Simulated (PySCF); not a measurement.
Job file and geometry (Å, from GFN2-xTB) of a spin–spin coupling run on SMILES C(BC#CC)C, C₅H₉B, B3LYP/pcJ-1 indirect spin-spin coupling, non-relativistic, gas phase (PySCF 2.14.0, density-fitted response routines); density fitting, a coarse starting grid and PySCF grid level 2 are the driver's defaults:

```
$ OMP_NUM_THREADS=1 python probes_run.py task.json out

{"job": {"kind": "j", "xc": "B3LYP", "basis": "pcJ-1"}, "charge": 0, "multiplicity": 1}
C      3.579772    -0.106925     0.163444
C      2.166974     0.015174    -0.112997
C      0.984175     0.118932    -0.343048
B     -0.480124     0.256601    -0.627915
C     -1.522699    -0.191031     0.473830
C     -2.989848     0.109421     0.165000
H      3.806227     0.319981     1.141013
H      4.166093     0.410545    -0.596314
H      3.861105    -1.160431     0.169933
H     -0.826372     0.684274    -1.664240
H     -1.409938    -1.269633     0.632721
H     -1.262160     0.261155     1.436146
H     -3.296031    -0.382257    -0.755963
H     -3.639322    -0.237811     0.968032
H     -3.142265     1.179995     0.043547
```

Problem. What does the program print?

Solution. 
```
coarse grid: 12096 points
cycle   1  E = -220.6488972165  dE =  4.181e-01  |g| = 5.309e-01  |ddm| = 3.204e+00
cycle   2  E = -220.5998561401  dE =  4.904e-02  |g| = 6.794e-01  |ddm| = 1.036e+00
cycle   3  E = -220.7113427282  dE = -1.115e-01  |g| = 2.251e-01  |ddm| = 6.445e-01
cycle   4  E = -220.7238566368  dE = -1.251e-02  |g| = 5.363e-02  |ddm| = 1.876e-01
cycle   5  E = -220.7245475902  dE = -6.910e-04  |g| = 1.273e-02  |ddm| = 4.411e-02
cycle   6  E = -220.7245881388  dE = -4.055e-05  |g| = 2.734e-03  |ddm| = 1.340e-02
cycle   7  E = -220.7245900168  dE = -1.878e-06  |g| = 6.333e-04  |ddm| = 2.964e-03
final grid: 115600 points
cycle   8  E = -220.7731520248  dE = -1.054e-04  |g| = 6.250e-03  |ddm| = 2.080e-02
cycle   9  E = -220.7731478576  dE =  4.167e-06  |g| = 7.314e-03  |ddm| = 1.005e-02
cycle  10  E = -220.7731607691  dE = -1.291e-05  |g| = 1.510e-03  |ddm| = 5.635e-03
cycle  11  E = -220.7731610356  dE = -2.665e-07  |g| = 1.096e-03  |ddm| = 1.677e-03
cycle  12  E = -220.7731613312  dE = -2.956e-07  |g| = 1.512e-04  |ddm| = 7.680e-04
cycle  13  E = -220.7731613375  dE = -6.291e-09  |g| = 1.325e-05  |ddm| = 1.572e-04
cycle  14  E = -220.7731613375  dE = -4.070e-11  |g| = 5.128e-06  |ddm| = 1.497e-05
converged SCF energy = -220.7731613375

Indirect spin-spin couplings (Hz)
  i      j    bonds     total        FC       PSO       DSO        SD
  0 C    1 C    1     68.625    70.596    -2.131     0.160         -
  0 C    2 C    2     10.011    10.439    -0.279    -0.149         -
  0 C    3 B    3      1.344     1.221     0.140    -0.084     0.066
  0 C    4 C    4     -0.612    -0.595     0.012    -0.029         -
  0 C    6 H    1    137.269   135.524     1.195     0.550         -
  0 C    7 H    1    139.126   137.423     1.158     0.545         -
  0 C    8 H    1    136.283   134.516     1.216     0.551         -
  0 C    9 H    4     -0.910    -0.912     0.203    -0.202         -
  0 C   10 H    5     -0.452    -0.443     0.082    -0.091         -
  0 C   11 H    5     -0.327    -0.318     0.066    -0.076         -
  1 C    2 C    1    158.916   154.090     4.712     0.114         -
  1 C    3 B    2     18.619    17.650     0.423    -0.156     0.702
  1 C    4 C    3      1.412     1.864    -0.413    -0.039         -
  1 C    5 C    4      0.513     0.501     0.059    -0.047         -
  1 C    6 H    2    -11.183   -10.953    -0.010    -0.220         -
  1 C    7 H    2    -10.841   -10.517    -0.090    -0.234         -
  1 C    8 H    2    -11.331   -11.162     0.044    -0.213         -
  1 C    9 H    3      3.616     3.142     0.799    -0.325         -
  1 C   10 H    4      1.063     0.967     0.202    -0.107         -
  1 C   11 H    4      0.800     0.741     0.136    -0.077         -
  1 C   13 H    5      0.328     0.324     0.190    -0.186         -
  2 C    3 B    1     93.634    95.444    -2.264     0.212     0.241
  2 C    4 C    2      3.670     3.678    -0.037     0.029         -
  2 C    5 C    3      6.108     6.082     0.063    -0.037         -
  2 C    6 H    3      3.454     3.207     0.676    -0.429         -
  2 C    7 H    3      4.146     3.892     0.686    -0.433         -
  2 C    8 H    3      3.019     2.776     0.672    -0.429         -
  2 C    9 H    2      6.192     6.514    -0.230    -0.092         -
  2 C   10 H    3     -0.091    -0.087    -0.066     0.062         -
  2 C   11 H    3      1.412     1.403    -0.097     0.106         -
  2 C   12 H    4     -0.193    -0.225     0.162    -0.129         -
  2 C   13 H    4      1.715     1.693     0.230    -0.208         -
  2 C   14 H    4     -0.209    -0.237     0.137    -0.109         -
  3 B    4 C    1     52.975    54.746    -2.309     0.196     0.341
  3 B    5 C    2     -0.162    -0.086    -0.052    -0.014    -0.009
  3 B    6 H    4     -1.265    -1.209     0.216    -0.269    -0.003
  3 B    7 H    4     -1.932    -1.904     0.231    -0.265     0.005
  3 B    8 H    4     -0.798    -0.741     0.205    -0.269     0.006
  3 B    9 H    1    136.134   136.620    -1.703     0.670     0.547
  3 B   10 H    2     -3.890    -3.988     0.075    -0.186     0.208
  3 B   11 H    2     -4.049    -3.945    -0.021    -0.221     0.139
  3 B   12 H    3      2.837     3.055    -0.196    -0.010    -0.012
  3 B   13 H    3     12.185    12.228     0.468    -0.527     0.016
  3 B   14 H    3      2.718     2.890    -0.147    -0.010    -0.014
  4 C    5 C    1     32.851    32.587     0.117     0.147         -
  4 C    6 H    5      1.197     1.225     0.044    -0.072         -
  4 C    7 H    5      2.498     2.515     0.135    -0.152         -
  4 C    8 H    5      0.185     0.212     0.062    -0.089         -
  4 C    9 H    2      4.073     4.416    -0.191    -0.151         -
  4 C   10 H    1    120.314   118.026     1.549     0.739         -
  4 C   11 H    1    123.581   121.393     1.453     0.736         -
  4 C   12 H    2     -3.138    -3.213     0.317    -0.242         -
  4 C   13 H    2     -3.642    -3.690     0.318    -0.270         -
  4 C   14 H    2     -2.970    -3.045     0.314    -0.239         -
  5 C    9 H    3      6.688     6.653     0.017     0.018         -
  5 C   10 H    2     -4.010    -4.052     0.278    -0.235         -
  5 C   11 H    2     -2.846    -2.892     0.284    -0.238         -
  5 C   12 H    1    131.698   129.883     1.248     0.566         -
  5 C   13 H    1    131.188   129.356     1.284     0.548         -
  5 C   14 H    1    131.730   129.906     1.259     0.566         -
  6 H    7 H    2    -15.720   -15.771     3.041    -2.990         -
  6 H    8 H    2    -19.368   -19.424     2.999    -2.944         -
  6 H    9 H    5      1.510     1.588     0.753    -0.831         -
  6 H   10 H    6      1.366     1.415     0.259    -0.309         -
  6 H   11 H    6      0.805     0.840    -0.085     0.049         -
  7 H    8 H    2    -17.439   -17.491     3.026    -2.973         -
  7 H    9 H    5      4.283     4.355     0.407    -0.479         -
  8 H   10 H    6      1.774     1.816     0.039    -0.081         -
  8 H   11 H    6      1.397     1.448     0.299    -0.349         -
  9 H   10 H    3      0.694     0.789     1.482    -1.577         -
  9 H   11 H    3      2.987     3.113     1.686    -1.811         -
  9 H   13 H    4      0.274     0.325     1.426    -1.478         -
 10 H   11 H    2    -22.267   -22.482     2.297    -2.083         -
 10 H   12 H    3      3.746     3.860     0.542    -0.656         -
 10 H   13 H    3      4.640     4.768     0.434    -0.562         -
 10 H   14 H    3     16.016    16.115     2.832    -2.931         -
 11 H   12 H    3     15.702    15.798     2.834    -2.930         -
 11 H   13 H    3      4.035     4.159     0.410    -0.534         -
 11 H   14 H    3      3.611     3.730     0.571    -0.690         -
 12 H   13 H    2    -13.051   -13.123     2.905    -2.833         -
 12 H   14 H    2    -13.594   -13.679     2.866    -2.781         -
 13 H   14 H    2    -12.978   -13.051     2.906    -2.833         -
```

Size and cost of the density-fitted run: 252 basis functions, 33 s wall time on 1 thread of an Arm Neoverse V2, shared host; peak memory 0.95 GiB.
